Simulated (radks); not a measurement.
Results of a calculation; reference values are marked as such.
Spherical quantum dot in the effective-mass picture: electrons in a hard-walled sphere of radius 4.19, all in effective atomic units (hartree* = m*/eps^2 hartree, bohr* = eps/m* bohr), one dielectric constant everywhere. Level of theory: non-relativistic Kohn-Sham, LDA (Slater exchange, Perdew-Wang correlation), spin-polarised, spherical densities (a radial shooting solver with Libxc functionals). Levels are named by radial order and angular momentum (1s, 1p, 1d, 2s, ...), and open shells are averaged over m. Results are scaled to m* = 0.134 and eps = 6.9, for which hartree* = 76.59 meV and bohr* = 2.725 nm.

N = 27, configuration 1s2 1p6 1d10 1f(up 7, down 2). This is the lowest configuration that the search found. Occupied and some empty levels:

| level | occupation | eigenvalue (meV) | <r> (nm) |
|---|---|---|---|
| 1s up | 1 | 636.06 | 7.977 |
| 1s down | 1 | 639.44 | 7.941 |
| 1p up | 3 | 646.42 | 8.199 |
| 1p down | 3 | 649.94 | 8.179 |
| 1d up | 5 | 664.96 | 8.407 |
| 1d down | 5 | 668.60 | 8.396 |
| 1f up | 7 | 690.76 | 8.589 |
| 1f down | 2 | 694.48 | 8.583 |
| 2s up | 0 | 719.81 | 5.079 |
| 2s down | 0 | 720.99 | 5.071 |
| 1g up | 0 | 723.24 | 8.747 |
| 1g down | 0 | 727.01 | 8.744 |
| 2p up | 0 | 756.07 | 5.968 |
| 2p down | 0 | 757.71 | 5.956 |
| 2d up | 0 | 799.74 | 6.527 |
| 2d down | 0 | 801.76 | 6.515 |

Energy (meV): total 9915.42, kinetic 2378.7, external 0, Hartree 8410.5, exchange-correlation -873.79.

Electron density:

| r (nm) | n(r) (e/nm^3) |
|---|---|
| 0.340 | 0.0001098 |
| 1.19 | 0.0001418 |
| 2.04 | 0.0002282 |
| 2.89 | 0.0004169 |
| 3.74 | 0.0007962 |
| 4.60 | 0.001505 |
| 5.45 | 0.002694 |
| 6.30 | 0.004446 |
| 7.15 | 0.006555 |
| 8.00 | 0.008232 |
| 8.85 | 0.008166 |
| 9.70 | 0.005540 |
| 10.6 | 0.001762 |
| 11.4 | 1.750e-06 |
